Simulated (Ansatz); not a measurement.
GaFClBr, SMILES [Cl][Ga]([F])[Br].

Coordinates come from a PBE0-D3(BJ)/def2-SVP optimisation. The structure was generated by enumeration; whether it is a known compound was not checked.

Two levels are set side by side: PBE/def2-SVPD (Ansatz, an electronic-structure program) and CAM-B3LYP/def2-SVPD (Ansatz). Energy differences of separate SCF runs at the same geometry; the states with an electron removed or added have multiplicity 2 and 2. Differences are taken from unrounded values.

```
quantity                           CAM-B3LYP
---------------------------------  ---------
vertical ionisation energy (eV)        11.77
vertical electron affinity (eV)         0.71
vertical singlet–triplet gap (eV)       5.54
```

**Question.** What does PBE give, and how far is it from CAM-B3LYP? (Estimate from the structure and the level; the computed values follow.)

**Answer.** 
| quantity | PBE | PBE minus CAM-B3LYP |
|---|---|---|
| vertical ionisation energy (eV) | 11.11 | -0.66 |
| vertical electron affinity (eV) | 0.81 | 0.10 |
| vertical singlet–triplet gap (eV) | 4.89 | -0.65 |
